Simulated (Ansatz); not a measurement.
Computed with Ansatz on PBE0-D4/def2-TZVP structures; ΔE is electronic, products minus reactants. CBS: MP2 limit from def2 TZ/QZ plus the TZ coupled-cluster correction, frozen cores. DFT in def2-TZVPP. One conformer a species, not always the lowest.

`CB[SiH]([SiH3])Cl` + `FCS` → `CBSCF` + `[SiH3][SiH2]Cl`  (cleavage of the B–Si bond)

```csv
level,ΔE (eV)
PBE,-1.07
CCSD(T)/def2-TZVPP,-1.12
```

Question: What does CCSD(T)/CBS give? (Estimate.)

Answer: Ansatz gave: -1.11 eV. The listed levels differ from it by 0.04, -0.01 eV.

Largest T1 diagnostic among the species: 0.013.

The D4 term adds +0.04 eV with B3LYP and +0.02 eV with PBE0; it sums over pairs of atoms, weighted by their polarisabilities, and B3LYP, whose exchange is more repulsive, gets the larger term.

B3LYP here is the variant with VWN-RPA as its local correlation; programs differ in this.
